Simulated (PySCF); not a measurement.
C4H5F, SMILES C#C[C@H](C)F. Coordinates come from a PBE0-D3(BJ)/def2-SVP optimisation. The structure was generated by enumeration; whether it is a known compound was not checked.

Calculation: PBE0-D3(BJ)/def2-SVP (PySCF).

Harmonic wavenumbers (cm⁻¹): 182, 222, 269, 391, 543, 582, 696, 741, 832, 947, 1073, 1132, 1164, 1340, 1361, 1392, 1453, 1466, 2252, 3059, 3073, 3180, 3183, 3488. Rotational constants (GHz): 8.910, 3.846, 2.897; symmetry number 1.

Task: Work out the zero-point energy and the ideal-gas rigid-rotor harmonic-oscillator thermochemistry at 298.15 K and 1 atm.

Result: ZPE = ½ Σ hcν = ½ × 34024 cm⁻¹ = 203.51 kJ/mol. H − E(el) = 220.49 kJ/mol. Entropy in J/(mol K): translation 162.10, rotation 107.05, vibration 37.72, total 306.86. G − E(el) = 129.00 kJ/mol. Cp = 87.92 J/(mol K).
